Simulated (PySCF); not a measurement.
**Correlation energy of Pd²⁺ (palladium, charge +2)**

[Kr] 4d7 5p1, one real determinant (an excited configuration). Calculation: PySCF 2.14, in x2c-TZVPPall; the spin-free X2C one-electron Hamiltonian (Gaussian nucleus). Frozen: [Kr]; 8 electrons correlated.

```tsv
level	correlation energy (mhartree)
CCSD	-179.15
(T)	-4.11
CCSD(T)	-183.26
```

Diagnostics: T1 = 0.0082, D1 = 0.0258, largest double amplitude 0.047.

Question: Is a single reference adequate?

Answer: Yes, within this model without spin-orbit coupling: T1 lies below 0.03 and no double amplitude reaches 0.07.

The reference is one real determinant that mixes LS terms of this configuration.
